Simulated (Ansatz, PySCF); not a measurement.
Potential energy curve for Cu2, singlet. Each curve is given relative to its own lowest point near equilibrium.

```json
[
 {"R / Å": "1.71", "A": "266.9", "B": "257.7", "C": "254.2"},
 {"R / Å": "1.81", "A": "143.3", "B": "136.6", "C": "133.2"},
 {"R / Å": "1.93", "A": "58.6", "B": "54.4", "C": "51.6"},
 {"R / Å": "2.07", "A": "12.8", "B": "11.1", "C": "9.6"},
 {"R / Å": "2.15", "A": "2.5", "B": "1.9", "C": "1.3"},
 {"R / Å": "2.20", "A": "0.0", "B": "0.0", "C": "0.0"},
 {"R / Å": "2.28", "A": "0.6", "B": "1.4", "C": "2.4"},
 {"R / Å": "2.33", "A": "3.2", "B": "4.4", "C": "6.0"},
 {"R / Å": "2.44", "A": "13.2", "B": "14.9", "C": "17.8"},
 {"R / Å": "2.49", "A": "19.1", "B": "21.0", "C": "24.4"},
 {"R / Å": "2.65", "A": "41.5", "B": "43.4", "C": "48.2"},
 {"R / Å": "2.81", "A": "66.6", "B": "68.0", "C": "73.4"},
 {"R / Å": "3.07", "A": "108.3", "B": "108.1", "C": "113.3"},
 {"R / Å": "3.42", "A": "160.5", "B": "157.1", "C": "159.6"},
 {"R / Å": "3.73", "A": "200.2", "B": "193.2", "C": "191.7"},
 {"R / Å": "4.12", "A": "241.6", "B": "229.5", "C": "219.2"},
 {"R / Å": "4.56", "A": "278.9", "B": "260.9", "C": "235.6"},
 {"R / Å": "5.03", "A": "310.6", "B": "286.5", "C": "243.5"},
 {"R / Å": "5.64", "A": "342.2", "B": "310.8", "C": "247.0"},
 {"R / Å": "6.23", "A": "364.7", "B": "327.3", "C": "248.0"},
 {"R / Å": "6.84", "A": "381.8", "B": "339.3", "C": "248.3"},
 {"R / Å": "8.02", "A": "403.6", "B": "354.0", "C": "248.4"},
 {"R / Å": "9.17", "A": "416.7", "B": "362.7", "C": "248.4"}
]
```

Energies in kJ/mol.

Which curve belongs to which method? The methods are PySCF with restricted CAM-B3LYP/def2-SVP; PySCF 2.14.0 with restricted wB97X-V/def2-SVP; unrestricted PBE/def2-SVP run with Ansatz (a first-principles code).

A is RKS-wB97X-V; B is RKS-CAM-B3LYP; C is UKS-PBE.

The restricted form behind RKS-wB97X-V, RKS-CAM-B3LYP keeps the bonding electrons paired and can't separate into open-shell fragments. The unrestricted determinant behind UKS-PBE is spin-contaminated at 4.12 to 9.17 Å (<S²> up to 1.0, against 0.00 for a pure singlet).
